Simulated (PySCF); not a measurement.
**Ni: excitation energy**

Ni [Ar] 3d8 4s2 (3F) → Ni [Ar] 3d10 (1S), as a difference of total energies. Computed with PySCF 2.14 in Sapporo-DKH3-DZP-2012 (6s4p3d1f, 40 functions), with the spin-free X2C one-electron Hamiltonian (Gaussian nucleus). Correlated levels: valence: [Ar] frozen; valence and next inner shell: [Ne] frozen. The calculations carry no spin-orbit coupling.

| method | excitation energy (eV) |
| --- | --- |
| UHF | 6.630 |
| LDA | 1.160 |
| PBE | 1.906 |
| PBE0 | 2.806 |
| r2SCAN | 3.071 |
| M06 | 2.139 |
| B2PLYP | 2.419 |
| wB97M-V | 2.686 |
| wB97X-V | 2.359 |
| MP2 (valence) | 1.184 |
| SCS-MP2 (valence) | 1.941 |
| MP2 (valence and next inner shell) | 0.030 |
| SCS-MP2 (valence and next inner shell) | 1.048 |

Problem. How much does correlation contribute at MP2 (valence and next inner shell)?

Solution. 0.030 − (6.630) = -6.600 eV, measured against UHF.

A first-order spin-orbit estimate (lowest level to lowest level, LS coupling) adds 0.126 eV.

In the upper state the promoted electron has a positive orbital energy at PBE, r2SCAN, so the basis confines it.
